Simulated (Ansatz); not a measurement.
Consider the formal hydrolysis of the Si–N bond: `CO[Si](Cl)(Cl)N(C)C` + H₂O → `CO[Si](O)(Cl)Cl` + `CNC`.

Isolated molecules relaxed with PBE0-D4/def2-TZVP in Ansatz; ΔE leaves out vibrations. CBS: MP2 limit from def2 TZ/QZ plus the TZ coupled-cluster correction, frozen cores. This one scheme is used for every species. Functionals use def2-TZVPP. One conformer a species, not always the lowest.

| species | r2SCAN-D4 energy (Eh) |
| --- | --- |
| `CO[Si](Cl)(Cl)N(C)C` | -1459.69692 |
| H₂O | -76.42324 |
| `CO[Si](O)(Cl)Cl` | -1401.00629 |
| `CNC` | -135.12984 |

**Question.** Work out ΔE.

**Answer.** ΔE = (-1401.00629) + (-135.12984) − (-1459.69692) − (-76.42324) = -0.01597 Eh = -41.9 kJ/mol. CCSD(T)/CBS gives -33.7 kJ/mol.

Largest T1 diagnostic among the species: 0.010.

The D4 term adds +17.4 kJ/mol with B3LYP and +10.5 kJ/mol with PBE0; it sums over pairs of atoms, weighted by their polarisabilities, and B3LYP, whose exchange is more repulsive, gets the larger term. In def2-TZVPP, CCSD(T) changes the Hartree–Fock value by +28.1 kJ/mol (the triples alone add +4.2 kJ/mol) and MP2 by +32.5 kJ/mol.

B3LYP here is the variant with VWN-RPA as its local correlation; programs differ in this.
